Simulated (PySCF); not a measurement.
# Reading the logs of faulty runs: H4NOSi2

Calculated results; nothing here was measured. The program is PySCF 2.14.0, an open-source quantum chemistry code, run on an isolated molecule that a program drew, which may never have been made. The molecule is H4NOSi2 (charge 0, doublet), drawn as the SMILES string `O[SiH]=N[SiH2]`.

Each row is a Hartree-Fock (HF) and frozen-core CCSD(T) single point in the cc-pV(D+d)Z basis, meant for a local HF minimum. Run 1 is clean. Each other run has one planted mistake out of seven kinds, and not every kind appears here: one electron removed, one electron added, multiplicity raised by two, geometry at a saddle point, minimal basis STO-3G, one bond length entered in bohr, all coordinates scaled. The reference is restricted for singlets and unrestricted otherwise, and also for a bond in bohr. Adding or removing an electron swaps singlet and doublet. Electrons count all cores. HOMO and LUMO are orbital energies over both spins, the gradient is its largest component, and the lowest frequency (negative if imaginary) is given only where the gradient is small. Bond lengths are over the 7 bonds as drawn. T1 is the CCSD diagnostic: over 0.02 (restricted) or 0.045 (unrestricted) a single reference is doubtful.

Geometry of the clean run:
```xyz
8
H4NOSi2, angstrom
O     0.3084    1.6316   -1.9262
Si   -0.4230    0.6724   -0.7901
N     0.6205    0.1550    0.4256
Si    1.3171   -0.4867    1.6684
H     1.1413    1.3405   -2.2662
H    -1.5488    1.4944   -0.2890
H     0.6266   -0.9237    2.8938
H     2.7626   -0.7539    1.7362
```

| run | electrons | basis functions | <S^2> | HOMO (eV) | LUMO (eV) | gradient (hartree/bohr) | lowest frequency (cm^-1) | mean bond (Å) | longest bond (Å) | T1 | HF (hartree) | CCSD(T) (hartree) | mistake |
|---|---|---|---|---|---|---|---|---|---|---|---|---|---|
| 1 | 47 | 94 | 0.802 | -7.56 | 1.36 | 1.4e-05 | 50 | 1.4678 | 1.684 | 0.0226 | -709.51850 | -710.09452 | no fault |
| 2 | 46 | 94 | 0.000 | -16.02 | -5.60 | 7.6e-02 | - | 1.4678 | 1.684 | 0.0195 | -709.27542 | -709.84614 | one electron removed |
| 3 | 47 | 32 | 1.145 | -5.02 | 6.35 | 5.2e-02 | - | 1.4678 | 1.684 | 0.0470 | -701.02258 | -701.23122 | minimal basis STO-3G |
| 4 | 47 | 94 | 1.617 | -7.67 | 0.75 | 1.8e-02 | - | 1.6550 | 2.783 | 0.0398 | -709.41050 | -709.97769 | one bond length entered in bohr |
| 5 | 47 | 94 | 3.776 | -6.20 | -0.16 | 1.2e-01 | - | 1.4678 | 1.684 | 0.0227 | -709.42023 | -709.95856 | ? |

**Which mistake was planted in run 5, and what did it cost?**

Electrons, basis and geometry are unchanged, and <S^2> is 3.776, beside S(S+1) = 3.75 for a multiplicity of 4. So the mistake is: multiplicity raised by two. Subtracting run 1 and multiplying by 627.51 kcal/mol a hartree, the energy moved by 61.7 kcal/mol in HF and 85.3 kcal/mol in CCSD(T).

Cautions from the logs. Run 3: T1 is over the limit, so its CCSD(T) energy is less reliable.
